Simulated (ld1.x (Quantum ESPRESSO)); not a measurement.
**u(r) = r·R(r): atom against pseudo-atom (H (Z = 1))**

Columns: radius, all-electron u(r) and pseudo u(r) of the 1s shell (level -6.49 eV) of hydrogen in the configuration 1s1; PBE, scalar-relativistic, ultrasoft scheme, ld1.x (Quantum ESPRESSO) 7.5.

```
r (bohr)  all-electron  pseudo
   0.078        0.1384  0.0917
   0.155        0.2543  0.1803
   0.232        0.3518  0.2653
   0.310        0.4342  0.3460
   0.388        0.5020  0.4200
   0.465        0.5565  0.4851
   0.542        0.6002  0.5417
   0.620        0.6349  0.5900
   0.698        0.6612  0.6289
   0.775        0.6801  0.6584
   0.852        0.6929  0.6797
   0.930        0.7006  0.6935
   1.008        0.7036  0.7005
   1.085        0.7027  0.7018
   1.162        0.6985  0.6987
   1.240        0.6914  0.6918
   1.318        0.6820  0.6822
   1.395        0.6707  0.6708
   1.472        0.6578  0.6578
   1.550        0.6435  0.6435
   1.628        0.6280  0.6280
   1.705        0.6119  0.6119
   1.782        0.5952  0.5952
   1.860        0.5778  0.5778
   1.938        0.5602  0.5602
   2.015        0.5425  0.5425
```

Task: How many radial nodes do the two functions have?

Result: The all-electron 1s function has n − l − 1 = 0; the pseudo-wave has 0.

Task: At about which radius was the pseudo-wave matched?

Result: 1.50 bohr. The columns agree to 0.0005 from 1.16 bohr on; several derivatives are matched, so the curves merge somewhat inside the radius.

Task: Where does each function peak?

Result: Outermost all-electron maximum near 1.01 bohr, pseudo maximum near 1.08 bohr (to the table’s step).

Task: Is the pseudo-wave norm-conserving?

Result: No, it belongs to an ultrasoft set: the norm inside the radius is not constrained, and the difference is carried by the augmentation charge.
